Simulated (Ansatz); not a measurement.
Program: Ansatz 0.2.0.

CH7GaSSi, SMILES `[SiH3]C[S][GaH2]` at its PBE0-D4/def2-TZVP geometry, where that method's forces vanish. Charge 0, multiplicity 1.

```
atom    x (Å)    y (Å)    z (Å)
 Si1  -1.2816  -0.1957   1.0135
  C2  -0.2107  -1.1127  -0.2266
  S3   1.5462  -0.7010   0.0541
 Ga4   1.7590   1.2335  -0.9533
  H5  -0.8641  -0.5533   2.3924
  H6  -2.7218  -0.5326   0.8318
  H7  -1.0965   1.2665   0.8113
  H8  -0.3026  -2.1932  -0.0944
  H9  -0.5013  -0.8837  -1.2532
 H10   3.1551   1.9148  -0.8291
 H11   0.5182   1.7574  -1.7465
```

Q: For each bond, give half the difference of the two atoms' forces along it (eV/Å; positive pushes the atoms apart) under PBE-D4, r2SCAN-D4, B3LYP-D4, ωB97M-V in def2-TZVPP. (An estimate is asked.)

A: The calculation gave: 
```json
{"bond": "Si1–C2", "length (Å)": "1.878", "PBE-D4": "0.01", "r2SCAN-D4": "0.00", "B3LYP-D4": "0.10", "ωB97M-V": "0.05"}
{"bond": "Si1–H5", "length (Å)": "1.484", "PBE-D4": "0.07", "r2SCAN-D4": "-0.03", "B3LYP-D4": "-0.07", "ωB97M-V": "-0.10"}
{"bond": "Si1–H6", "length (Å)": "1.490", "PBE-D4": "0.06", "r2SCAN-D4": "-0.03", "B3LYP-D4": "-0.10", "ωB97M-V": "-0.12"}
{"bond": "Si1–H7", "length (Å)": "1.488", "PBE-D4": "0.06", "r2SCAN-D4": "-0.03", "B3LYP-D4": "-0.08", "ωB97M-V": "-0.09"}
{"bond": "C2–S3", "length (Å)": "1.826", "PBE-D4": "0.16", "r2SCAN-D4": "0.21", "B3LYP-D4": "0.28", "ωB97M-V": "0.14"}
{"bond": "C2–H8", "length (Å)": "1.092", "PBE-D4": "0.11", "r2SCAN-D4": "-0.04", "B3LYP-D4": "-0.11", "ωB97M-V": "-0.08"}
{"bond": "C2–H9", "length (Å)": "1.091", "PBE-D4": "0.10", "r2SCAN-D4": "-0.04", "B3LYP-D4": "-0.10", "ωB97M-V": "-0.08"}
{"bond": "S3–Ga4", "length (Å)": "2.191", "PBE-D4": "0.14", "r2SCAN-D4": "-0.01", "B3LYP-D4": "0.17", "ωB97M-V": "0.03"}
{"bond": "Ga4–H10", "length (Å)": "1.558", "PBE-D4": "0.00", "r2SCAN-D4": "-0.09", "B3LYP-D4": "-0.07", "ωB97M-V": "-0.09"}
{"bond": "Ga4–H11", "length (Å)": "1.563", "PBE-D4": "0.01", "r2SCAN-D4": "-0.07", "B3LYP-D4": "-0.06", "ωB97M-V": "-0.09"}
```

B3LYP here is the variant with VWN-RPA as its local correlation; programs differ in this.
